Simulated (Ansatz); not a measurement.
Conformers of `O[SiH](O)S[SiH](O)F`, each relaxed with PBE0-D4/def2-TZVP in Ansatz. CBS adds the triple-zeta coupled-cluster correction to the MP2 limit.

Not all of them had a frequency check.

Conformer A:

Z-matrix (Å, degrees):
```
Si
O 1 1.629
S 1 2.162 2 110.7
O 1 1.625 2 109.5 3 118.4
H 1 1.474 2 113.1 3 -123.0
H 2 0.961 1 117.0 3 40.6
Si 3 2.110 1 101.5 2 -58.0
H 4 0.959 1 117.9 2 -48.0
O 7 1.622 3 109.9 1 159.2
F 7 1.610 3 108.0 1 38.7
H 7 1.470 3 115.2 1 -79.5
H 9 0.959 7 118.8 3 -39.1
```

Conformer B:

Cartesian coordinates in Å:
```
O -0.007 -1.771 2.170
Si -0.401 -0.719 0.987
O -0.729 -1.578 -0.380
S 1.259 0.593 0.710
Si 0.541 1.649 -1.006
O -0.147 0.662 -2.089
F -0.510 2.741 -0.520
H 0.612 -1.496 2.847
H -1.641 0.030 1.249
H -0.132 -2.303 -0.581
H 1.669 2.366 -1.619
H -0.513 -0.174 -1.769
```

(1) Which is lowest in electronic energy at CCSD(T)/CBS (frozen core, def2 sets), and by how much? (An estimate is asked.)

(2) Give the energies relative to B (kJ/mol) with PBE-D4/def2-TZVPP, PBE0-D4/def2-TZVPP, ωB97X-V/def2-TZVPP, PBE/def2-TZVPP, B3LYP/def2-TZVPP, CCSD/def2-TZVPP, HF/def2-QZVPP. (Best estimate.)

Results:

(1) The calculation gave: B; A lies 2.9 kJ/mol higher.

(2) Computed: 
```csv
level,A
PBE-D4/def2-TZVPP,4.4
PBE0-D4/def2-TZVPP,3.8
ωB97X-V/def2-TZVPP,3.0
PBE/def2-TZVPP,3.1
B3LYP/def2-TZVPP,0.9
CCSD/def2-TZVPP,2.2
HF/def2-QZVPP,-2.8
```

B3LYP here is the variant with VWN-RPA as its local correlation; programs differ in this.
